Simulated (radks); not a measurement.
The numbers below are computed, except where a source is named.
Question: Ba I, 56 electrons, occupied as [Xe] 5d1 6s1 (not the ground configuration). Level of theory: Dirac Kohn-Sham, PBE, spin-unpolarised, spherical densities, point nucleus; open shells are shared between the two j in proportion to 2j + 1 (a radial shooting solver on a logarithmic mesh with Libxc functionals).

Spin-orbit splittings of the eigenvalues, e(l+1/2) - e(l-1/2), with zeta = 2 splitting/(2l+1) and mean radii in bohr:

shell  occ.  splitting (eV)  zeta (eV)  <r> j=l-1/2  <r> j=l+1/2
2p        6           381.7      254.5      0.09193      0.09793
3p        6           73.79      49.19       0.2815       0.2934
3d       10           15.73      6.291       0.2644       0.2681
4p        6           15.38      10.25       0.6969       0.7241
4d       10           2.614      1.046       0.7946       0.8046
5p        6               ?          ?        1.875        1.963
5d        1          0.1027    0.04108        3.850        3.970

Estimate the 5p splitting.

Answer: 2.038 eV (zeta = 1.358 eV).
